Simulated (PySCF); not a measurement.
All numbers come from PBE0 in PySCF with Ru def2-TZVP with ECP28, N def2-TZVP, F def2-TZVP; scalar-relativistic core potentials, no spin–orbit coupling; density-fitted integrals. Open shells, if any, are unrestricted.

**Question.** What spin state, shape and geometry does isolated FRuN take (every ligand bound to Ru)?

**Answer.** Formally Ru is in oxidation state +4, d4, with 0 unpaired electrons (the high-spin count would be 4). The polar-tensor charge on Ru, 1.44, is far below the formal one. The lowest minimum found is a singlet of Cs symmetry with Ru–F 1.914 Å, Ru–N 1.548 Å; F–Ru–N 156.2°. Its harmonic wavenumbers are 132 (a'), 600 (a'), 1267 (a') cm⁻¹ and its dipole moment is 2.21 D.

This need not be the most stable arrangement of these atoms.
